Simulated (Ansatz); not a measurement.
Ga₄F₄, relaxed as a singlet with RKS r2SCAN-D4/def2-SVP in Ansatz, starting from the GFN2-xTB geometry. Force threshold 0.02 eV/Å.

The structure comes from a short search, and lower isomers may exist.

Start:

```xyz
8

Ga    1.6409   -2.5008    2.3603
Ga   -1.4420   -0.3231    0.9753
Ga   -1.5437    2.7353   -2.1567
Ga    1.4113    0.0798   -1.2226
F     0.3594    1.7222   -2.3090
F    -0.3519   -1.7068    2.3592
F    -1.8034    1.3350   -0.5063
F     1.7294   -1.3416    0.4997
```

(1) Estimate the energy that the relaxation releases and the steps that it takes.

(2) Does the start keep its bonding?

(3) Predict the relaxed structure.

## Answers

(1) 257.1 kJ/mol, in 20 steps; 97 s on 4 threads of Arm Neoverse V1 on a shared host. The force fell under the threshold at step 18, but the optimiser went on. No frequencies were taken in this run, so the end may be a saddle point.

(2) By distances, no bond broke or formed. The bond that changes most is Ga2–F6, from 2.24 to 1.98 Å (atoms count from 1). The end is the same structure that another start reached.

(3) 
```csv
atom,x (Å),y (Å),z (Å)
Ga1,0.8612,-0.0304,1.7860
Ga2,-1.4706,-1.2812,0.1773
Ga3,-0.7444,2.3295,-0.7318
Ga4,1.5806,-0.5412,-1.9323
F5,0.5068,1.1174,-1.6928
F6,-0.6265,-1.3307,1.9705
F7,-0.8479,0.8313,0.6106
F8,0.7409,-1.0947,-0.1875
```
Bond lengths (bridged metal pairs left out): 6 × F–Ga 1.98 to 2.01 Å.
